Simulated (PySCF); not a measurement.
Compound: C₁₀H₈.
InChI=1S/C10H8/c1-3-10-6-4-5-9(2)7-8-10/h1,4-8H,2H2

Linear response at CAM-B3LYP/def2-SVPD (PySCF, frozen core in the response, non-relativistic). Isolated species at its PBE0-D3(BJ)/def2-SVP geometry, gas phase.

Static isotropic polarisability: 133.79 au (19.83 Å³), principal values 65.6, 116.9, 218.9 au.

(1) What is the polarisability at 1064 nm and at the sodium D line?

(2) What is the isotropic C6 coefficient between two such molecules, C6 = (3/π)∫α(iω)² dω?

(3) Which effective excitation energy ω̄ makes London's formula C6 = (3/4)α²ω̄ exact here?

(4) What molar refraction at the D line follows from R = (4π/3)·N_A·α′, with α′ the polarisability volume?

(5) The lowest 6 singlets have (eV, f): 2.67, 0.040; 4.48, 0.379; 5.04, 0.000; 5.16, 0.376; 5.46, 0.001; 5.92, 0.000. What share of the static polarisability do they carry in the sum over states α = Σ f/ω²?

(6) What n − 1 at the D line would an ideal gas of it have at 273.15 K and 1 atm (2.6868 × 10¹⁹ cm⁻³), by n − 1 = 2π·N·α′?

(7) What three-body coefficient follows from the one-pole estimate C9 = (3/4)·α·C6?

(8) How many electrons N does the Slater–Kirkwood formula C6 = (3/4)·√N·α^(3/2) need to give this C6?

(9) How anisotropic is the static polarisability, by Δα² = ½[(α1 − α2)² + (α2 − α3)² + (α3 − α1)²]?

## Answers

(1) 137.63 au at 1064 nm (+2.9 %), 151.19 au at 589.3 nm (+13.0 %). The rise at 589.3 nm is 4.53 times that at 1064 nm; a pure ω² law gives 3.26. The lowest singlet lies at 465 nm, shorter than both wavelengths.

(2) 5321 au (Eh·bohr⁶) by a ten-point quadrature over imaginary frequencies, which is 3180 eV·Å⁶ or 307 J·nm⁶/mol.

(3) ω̄ = 4·C6/(3α²) = 0.396 Eh = 10.8 eV. A one-pole form α(ω) = α/(1 − ω²/ω̄²) fitted to the 1064 nm value gives 7.0 eV.

(4) α′ = 22.40 Å³ gives R = 56.52 cm³/mol, for isolated, non-vibrating species.

(5) 28.67 au, 21.4 % of α; the largest term, 13.99 au, is that of the state at 4.48 eV. Their oscillator strengths add up to 0.80. Higher states carry the rest.

(6) 37.82 × 10⁻⁴, a formal value whether or not that pressure can be reached.

(7) 534000 au. This is an estimate from the two numbers above, not a computed integral.

(8) N = (4·C6/3)²/α³ = 21.0; the species has 68 electrons in all.

(9) Δα = 135.2 au, or 1.01 of the isotropic value.

On one thread, Arm Neoverse V1 (shared host), this took 92 s. This is the whole response run at CAM-B3LYP/def2-SVPD, SCF included.
